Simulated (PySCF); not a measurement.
# Radial density of Si³⁺ (silicon, charge +3)

BHandHLYP, [Ne] 3s1, 2S determinant. Calculation: PySCF 2.14, in dyall-acv3z; no relativity, point nucleus.

```
r (bohr)  4πr²ρ (e/bohr)  4πr²(ρα − ρβ)
 0.00196         0.08086         0.0003
 0.00330          0.2204         0.0009
 0.00555          0.5853         0.0023
 0.00934           1.490         0.0058
  0.0157           3.528         0.0135
  0.0264           7.405         0.0278
  0.0444           12.72         0.0442
  0.0747           15.82         0.0412
   0.126           12.57         0.0056
   0.211           9.730         0.0367
   0.356           13.84         0.1658
   0.598           10.62         0.0320
    1.01           2.469         0.2092
    1.69          0.7510         0.6789
    2.85          0.1621         0.1620
    4.79        0.001704         0.0017
```
